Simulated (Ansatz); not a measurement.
Steps of a relaxation of `CB(C)C=O` with RKS PBE-D4/def2-SVP.

```sh
$ ansatz run in.yaml --threads 4 --pin off --events-out ev --progress --plain --max-ram 10444MiB
```

```yaml
crystal:
  periodic: [false, false, false]
  atoms:
    - {symbol: C, position_ang: [-1.352300, -0.425400, 0.484700]}
    - {symbol: B, position_ang: [0.013100, 0.136400, -0.035000]}
    - {symbol: C, position_ang: [1.293900, -0.705000, 0.271200]}
    - {symbol: C, position_ang: [0.179400, 1.398600, -0.982200]}
    - {symbol: O, position_ang: [-0.898800, 2.003800, -1.293100]}
    - {symbol: H, position_ang: [-1.873600, 0.412300, 1.107200]}
    - {symbol: H, position_ang: [-1.252800, -1.308500, 1.069900]}
    - {symbol: H, position_ang: [-2.015100, -0.572200, -0.406300]}
    - {symbol: H, position_ang: [1.371900, -0.914600, 1.413000]}
    - {symbol: H, position_ang: [2.236700, -0.134000, 0.023800]}
    - {symbol: H, position_ang: [1.289200, -1.657100, -0.264800]}
    - {symbol: H, position_ang: [1.085300, 1.710600, -1.354500]}
basis:
  gaussian: {orbitals: def2-SVP}
hamiltonian: {xc: pbe, dispersion: d4}
relax: {f_tol: 0.03, max_steps: 200}
```

Positions (Å) and forces (eV/Å) along the path, 12 of 24 steps:

```xyz
12
step=1 energy=-5935.4538 eV
C    -1.352   -0.425    0.485   -0.828    2.875   -0.494
B     0.013    0.136   -0.035    0.494   -1.250    0.274
C     1.294   -0.705    0.271    1.196    1.217    1.741
C     0.179    1.399   -0.982   -6.560    0.170    0.990
O    -0.899    2.004   -1.293    2.445   -0.745    0.207
H    -1.874    0.412    1.107    0.477   -1.081   -0.768
H    -1.253   -1.308    1.070    0.008   -1.256    0.773
H    -2.015   -0.572   -0.406   -0.023   -0.025    0.326
H     1.372   -0.915    1.413   -0.222   -0.057   -1.365
H     2.237   -0.134    0.024   -0.321   -0.514   -0.069
H     1.289   -1.657   -0.265    0.018   -0.612   -0.170
H     1.085    1.711   -1.355    3.315    1.278   -1.445
12
step=3 energy=-5935.8202 eV rejected
C    -1.373   -0.390    0.458    0.206   -0.352    0.148
B     0.044    0.040   -0.061   -0.062   -0.611   -0.742
C     1.386   -0.709    0.288   -0.113    0.106   -0.134
C     0.057    1.333   -1.058    0.625    1.747    1.283
O    -0.953    1.992   -1.292    0.064   -0.580   -0.423
H    -1.833    0.448    1.014   -0.072    0.169    0.171
H    -1.389   -1.302    1.098   -0.005    0.212   -0.112
H    -2.072   -0.526   -0.397    0.069    0.011   -0.071
H     1.459   -0.874    1.380    0.099   -0.013    0.198
H     2.321   -0.235   -0.083   -0.123   -0.016    0.064
H     1.347   -1.750   -0.130   -0.103    0.216    0.000
H     1.083    1.916   -1.184   -0.584   -0.889   -0.381
12
step=7 energy=-5936.0232 eV
C    -1.374   -0.396    0.473    0.090   -0.012    0.007
B     0.034    0.062   -0.031   -0.031   -0.019   -0.052
C     1.372   -0.667    0.328   -0.083    0.077    0.046
C     0.072    1.358   -1.016    0.103    0.006    0.014
O    -0.937    1.863   -1.491   -0.043    0.008   -0.049
H    -1.715    0.362    1.215    0.007    0.010    0.093
H    -1.405   -1.391    0.956   -0.025   -0.001    0.033
H    -2.135   -0.325   -0.329   -0.033    0.016   -0.087
H     1.409   -0.976    1.394    0.012   -0.049    0.004
H     2.303   -0.128    0.065    0.010    0.015   -0.025
H     1.360   -1.622   -0.248    0.041   -0.052   -0.005
H     1.092    1.803   -1.281   -0.048    0.001    0.020
12
step=9 energy=-5936.0227 eV rejected
C    -1.384   -0.376    0.501   -0.239    0.421    0.190
B     0.017    0.057   -0.033   -0.055    0.051   -0.058
C     1.361   -0.657    0.339    0.050   -0.253   -0.060
C     0.066    1.315   -1.060   -0.782    0.444   -0.841
O    -0.884    1.628   -1.803    1.220   -0.430    0.946
H    -1.570    0.315    1.381    0.034   -0.300   -0.325
H    -1.448   -1.412    0.893   -0.062    0.074   -0.062
H    -2.200   -0.134   -0.229    0.250   -0.146    0.242
H     1.376   -1.104    1.362   -0.010    0.114   -0.182
H     2.282   -0.059    0.163   -0.086   -0.078    0.031
H     1.410   -1.542   -0.357    0.044    0.202    0.140
H     1.052    1.913   -1.123   -0.364   -0.100   -0.021
12
step=11 energy=-5936.0503 eV
C    -1.382   -0.360    0.513    0.064   -0.089   -0.007
B     0.024    0.057   -0.027   -0.090    0.172    0.066
C     1.365   -0.673    0.321   -0.007   -0.028   -0.078
C     0.062    1.334   -1.032   -0.126   -0.136   -0.401
O    -0.874    1.610   -1.784    0.356   -0.078    0.331
H    -1.622    0.338    1.349   -0.010    0.041    0.065
H    -1.457   -1.389    0.920   -0.002    0.032   -0.019
H    -2.167   -0.169   -0.246   -0.037    0.007   -0.031
H     1.385   -1.093    1.348   -0.020   -0.006    0.001
H     2.283   -0.079    0.140    0.008    0.002   -0.006
H     1.422   -1.561   -0.356    0.011    0.015    0.013
H     1.037    1.930   -1.113   -0.147    0.066    0.066
12
step=12 energy=-5936.0631 eV
C    -1.384   -0.355    0.527   -0.008    0.051   -0.016
B     0.015    0.063   -0.044   -0.010    0.057    0.052
C     1.353   -0.675    0.299    0.049   -0.025   -0.075
C     0.083    1.326   -1.050   -0.300    0.042   -0.104
O    -0.796    1.532   -1.886    0.366   -0.019    0.176
H    -1.596    0.329    1.387    0.012   -0.034   -0.048
H    -1.446   -1.390    0.924    0.020    0.059   -0.034
H    -2.200   -0.163   -0.204    0.070    0.007    0.033
H     1.362   -1.078    1.331    0.027   -0.034    0.072
H     2.275   -0.085    0.111   -0.030   -0.028    0.018
H     1.408   -1.574   -0.361   -0.001   -0.004   -0.015
H     1.003    2.016   -1.002   -0.195   -0.072   -0.059
12
step=14 energy=-5936.0802 eV
C    -1.382   -0.334    0.552   -0.079    0.090    0.090
B     0.012    0.087   -0.011    0.023   -0.032   -0.145
C     1.352   -0.686    0.283    0.000    0.055   -0.019
C     0.063    1.330   -1.030    0.116    0.061   -0.368
O    -0.680    1.385   -2.013    0.308   -0.026    0.473
H    -1.600    0.339    1.419   -0.008   -0.046   -0.038
H    -1.445   -1.374    0.927   -0.013    0.000    0.002
H    -2.186   -0.127   -0.188    0.035   -0.032    0.036
H     1.378   -1.120    1.305   -0.007    0.007   -0.002
H     2.281   -0.106    0.099   -0.041   -0.028    0.007
H     1.382   -1.565   -0.405   -0.030    0.041   -0.007
H     0.901    2.115   -0.904   -0.304   -0.090   -0.029
12
step=16 energy=-5936.1099 eV
C    -1.373   -0.303    0.577    0.016   -0.007   -0.058
B     0.030    0.090   -0.026   -0.318    0.098    0.045
C     1.347   -0.712    0.255    0.057   -0.001   -0.020
C     0.083    1.333   -1.029    0.092   -0.100    0.065
O    -0.435    1.222   -2.138    0.078    0.051    0.085
H    -1.591    0.383    1.429    0.077   -0.023    0.039
H    -1.431   -1.341    0.963    0.005    0.041    0.039
H    -2.207   -0.125   -0.136    0.089   -0.017   -0.054
H     1.386   -1.158    1.271   -0.044    0.038    0.003
H     2.281   -0.148    0.057    0.034   -0.075   -0.008
H     1.331   -1.585   -0.440    0.026    0.040   -0.044
H     0.657    2.288   -0.749   -0.111   -0.044   -0.091
12
step=19 energy=-5936.1291 eV
C    -1.362   -0.261    0.627   -0.007   -0.017   -0.083
B     0.031    0.108   -0.001   -0.057    0.095   -0.014
C     1.330   -0.743    0.222    0.140    0.057    0.069
C     0.094    1.332   -1.012    0.006   -0.133   -0.122
O    -0.090    1.044   -2.196    0.002    0.056    0.160
H    -1.573    0.470    1.442    0.006    0.005    0.002
H    -1.408   -1.275    1.068   -0.013   -0.030    0.034
H    -2.190   -0.135   -0.103   -0.002    0.007    0.026
H     1.331   -1.315    1.172   -0.025   -0.002    0.007
H     2.285   -0.186    0.119   -0.044   -0.044   -0.009
H     1.325   -1.505   -0.593   -0.010   -0.011   -0.057
H     0.304    2.412   -0.713    0.005    0.018   -0.013
12
step=20 energy=-5936.1311 eV
C    -1.365   -0.271    0.611    0.034   -0.002    0.009
B     0.024    0.115   -0.016    0.022   -0.063    0.082
C     1.328   -0.726    0.241   -0.011   -0.019   -0.010
C     0.095    1.326   -1.032   -0.032    0.066   -0.018
O    -0.162    1.053   -2.204    0.008   -0.019   -0.033
H    -1.529    0.421    1.473   -0.002   -0.005   -0.002
H    -1.402   -1.303    1.015   -0.025    0.000    0.004
H    -2.220   -0.103   -0.074   -0.003    0.014   -0.019
H     1.300   -1.303    1.188    0.001    0.010   -0.018
H     2.285   -0.173    0.160    0.001    0.013   -0.003
H     1.340   -1.485   -0.580   -0.003    0.019    0.006
H     0.381    2.395   -0.748    0.010   -0.013    0.003
12
step=21 energy=-5936.1305 eV rejected
C    -1.369   -0.272    0.617    0.008   -0.019    0.025
B     0.023    0.117   -0.001   -0.083   -0.066   -0.008
C     1.331   -0.722    0.240   -0.031    0.002   -0.005
C     0.085    1.322   -1.028    0.217    0.020   -0.067
O    -0.156    1.034   -2.200   -0.062    0.005    0.041
H    -1.540    0.418    1.479   -0.004   -0.003   -0.002
H    -1.416   -1.305    1.017   -0.011    0.024   -0.011
H    -2.216   -0.095   -0.078    0.017   -0.003    0.009
H     1.307   -1.313    1.177    0.012   -0.002    0.000
H     2.284   -0.163    0.164    0.013    0.016    0.003
H     1.343   -1.464   -0.595   -0.007    0.020    0.009
H     0.400    2.387   -0.759   -0.069    0.007    0.005
12
step=24 energy=-5936.1327 eV
C    -1.369   -0.267    0.619   -0.012    0.005    0.011
B     0.024    0.111    0.000    0.010    0.007   -0.001
C     1.332   -0.724    0.242   -0.008   -0.027    0.001
C     0.094    1.315   -1.031    0.007    0.008   -0.015
O    -0.154    1.015   -2.198   -0.001    0.001    0.005
H    -1.530    0.418    1.487    0.003   -0.006   -0.005
H    -1.431   -1.302    1.012    0.004    0.005   -0.003
H    -2.215   -0.074   -0.072   -0.002   -0.003    0.003
H     1.308   -1.337    1.166   -0.001    0.006   -0.014
H     2.281   -0.154    0.187    0.002    0.004    0.001
H     1.360   -1.446   -0.611    0.004    0.014    0.013
H     0.377    2.389   -0.768   -0.006   -0.015    0.004
```

Run time 2.6 min (4 threads of an Intel Xeon on a shared host); peak host memory 0.16 GiB.
